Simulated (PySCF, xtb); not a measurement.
Ga(Br)(OH)(NH2) (BrGaH3NO), SMILES [NH2][Ga]([OH])[Br].

xtb with GFN2-xTB at its own geometry gives an orbital gap of 3.74 eV and a dipole moment of 3.98 D.

Geometry optimised at B3LYP-D3(BJ)/def2-SVP. The structure was generated by enumeration; whether it is a known compound was not checked. Other conformers were not sampled.

**Question.** What does PBE0/def2-TZVP run with PySCF give? (Estimate from the structure and the level; the computed values follow.)

**Answer.** gap 6.84 eV (levels -7.74 and -0.90 eV), dipole 1.14 D.
